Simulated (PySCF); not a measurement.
BClGeH₄. Atoms are numbered in the order given.

```xyz
7

B     -0.7958     0.7363     0.0000
Cl     0.1918     2.1858     0.0000
Ge     0.0603    -1.1485     0.0000
H     -0.4110    -1.9394    -1.2380
H      1.5981    -1.1131     0.0000
H     -0.4110    -1.9394     1.2380
H     -1.9866     0.9056     0.0000
```
Charge 0, spin multiplicity 1.

The structure is a stationary point at TPSSh-D3(BJ)/def2-SVP.

These are PBE0/def2-TZVPD (PySCF) values and carry that method's errors.

Symmetry labels are those of the subgroup Cs that the program uses (full group Cs).

### Question
List the valence orbital energies around the gap with their symmetry. (An estimate is asked for; the answer gives what the named calculation found.)

### Answer

```
orbital  symmetry  energy (eV)
-------  --------  -----------
HOMO−7         A'       -16.00
HOMO−6         A'       -13.96
HOMO−5         A'       -11.56
HOMO−4         A"       -10.34
HOMO−3         A'       -10.27
HOMO−2         A"        -9.59
HOMO−1         A'        -9.52
HOMO           A'        -7.99
LUMO           A"        -2.29
LUMO+1         A'         0.06
LUMO+2         A'         0.59
LUMO+3         A'         0.74
```
